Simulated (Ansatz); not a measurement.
Gas-phase electronic energies from Ansatz, PBE0-D4/def2-TZVP geometries. CCSD(T)/CBS adds triple-zeta CCSD(T) − MP2 to the extrapolated MP2 energy (def2 sets, frozen cores). This one scheme is used for every species. DFT in def2-TZVPP. HSE06 is defined as in plane-wave codes. For Se outer-core shells are correlated without core-valence functions, which leaves a few kJ/mol of doubt a bond. Scalar relativity is left out up to krypton. One conformer a species, not always the lowest.

Consider the ligand exchange at the Se–Si bond: `F[SiH2][SeH]` + PH₃ → `P[SeH]` + `F[SiH3]`.

```csv
level,ΔE (kJ/mol),difference from CCSD(T)/CBS
LDA (SPW92),57.1,4.2
PBE-D4,51.3,-1.6
BLYP-D4,47.0,-5.9
r2SCAN-D4,54.2,1.3
B97M-V,54.1,1.2
r2SCANh-D4,54.2,1.3
BHLYP-D4,50.1,-2.8
ωB97X-V,52.4,-0.5
ωB97M-V,53.2,0.3
BLYP,46.1,-6.8
HSE06,51.7,-1.2
CAM-B3LYP,51.2,-1.7
LC-ωPBE,54.7,1.8
CCSD/def2-TZVPP,53.2,0.3
CCSD(T)/def2-TZVPP,53.3,0.4
CCSD/CBS(def2),52.8,-0.1
CCSD(T)/CBS,52.9,0
```

(1) What do rigid-rotor, harmonic-oscillator terms from PBE0-D4/def2-TZVP frequencies (298.15 K, 1 bar) make of the CCSD(T)/CBS value? (Estimate.)

Largest T1 diagnostic among the species: 0.013.

Results:

(1) The calculation gave: ΔZPE = +1.9 kJ/mol, ΔH = +53.4 kJ/mol, ΔS = 3 J/(mol·K), ΔG = +52.5 kJ/mol.

Leaving LDA and LC-ωPBE aside and taking each functional with its dispersion term where it has one, the values spread over 7.2 kJ/mol, from BLYP-D4 to r2SCANh-D4. LDA lies +6.3 kJ/mol from PBE without D4. From BLYP to BHLYP (50 % exact exchange), in def2-TZVPP and without D4, ΔE moves by +3.1 kJ/mol. In def2-TZVPP, CCSD(T) changes the Hartree–Fock value by +5.6 kJ/mol (the triples alone add +0.1 kJ/mol) and MP2 by +5.3 kJ/mol.
